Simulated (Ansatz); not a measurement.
Ansatz (a first-principles code) input (RPA@PBE/cc-pV(T+d)Z):
A basis named .json is the Basis Set Exchange file of that set.

Ansatz 0.2 input:
```yaml
crystal:
  periodic: [false, false, false]
  atoms:
    - {symbol: Si, position_ang: [0.08349080, -0.10035628, 0.02911092]}
    - {symbol: Cl, position_ang: [-1.09118665, -0.50522295, 1.66789906]}
    - {symbol: O, position_ang: [-0.44474900, 1.27060465, -0.66931662]}
    - {symbol: C, position_ang: [-0.65027480, 2.51215516, -0.00727730]}
    - {symbol: O, position_ang: [1.60152257, -0.00493666, 0.58498489]}
    - {symbol: C, position_ang: [2.75017262, 0.13146958, -0.24721214]}
    - {symbol: O, position_ang: [-0.01106786, -1.27975977, -1.07527584]}
    - {symbol: C, position_ang: [-1.17160822, -1.61042648, -1.82944395]}
    - {symbol: H, position_ang: [-0.96778157, 3.23889484, -0.75373530]}
    - {symbol: H, position_ang: [-1.42557269, 2.42011615, 0.75646893]}
    - {symbol: H, position_ang: [0.27121595, 2.86364886, 0.46354872]}
    - {symbol: H, position_ang: [2.67932137, 1.02539408, -0.87233095]}
    - {symbol: H, position_ang: [2.86815825, -0.74380642, -0.88888605]}
    - {symbol: H, position_ang: [3.61946654, 0.22045348, 0.40252965]}
    - {symbol: H, position_ang: [-1.96386891, -1.98095246, -1.17465209]}
    - {symbol: H, position_ang: [-1.53764594, -0.74190889, -2.38070638]}
    - {symbol: H, position_ang: [-0.89737459, -2.39451668, -2.53361220]}
basis:
  gaussian:
    orbitals: cc-pV_T+d_Z.json
hamiltonian:
  xc: pbe
magnetization: {spin_polarized: false}
correlation: {method: rpa, electrons: outside_noble_gas}
```

Output:

```
Functional definition: PBE
integrals: 2.00 GiB planned
2228 factors; integrals over basis functions are off by at most 9.4e-4 eV
mean field: 3.81 GiB planned
mean field evaluation 1: about -29769.3478 eV, gradient 9.9e1 eV
mean field evaluation 2: about -29769.3336 eV, gradient 9.9e1 eV
mean field evaluation 4: about -29786.3993 eV, gradient 3.0e1 eV
mean field evaluation 8: about -29788.1188 eV, gradient 4.9e-1 eV
mean field evaluation 16: about -29788.1161 eV, gradient 2.6e-4 eV
mean field -29788.11606345 eV, -1094.6930742215 hartree, gradient 4.7e-6 eV, S^2 0.000000; 0 other end points of the search recorded, 0 dependent functions left out
16 core orbitals not correlated
reference -29718.54004744 eV, -1092.1362027935 hartree; 25, 25 occupied and 343, 343 virtual orbitals, 2228 factors
Total energy: -29785.39470665 eV, -1094.5930662037 hartree
```
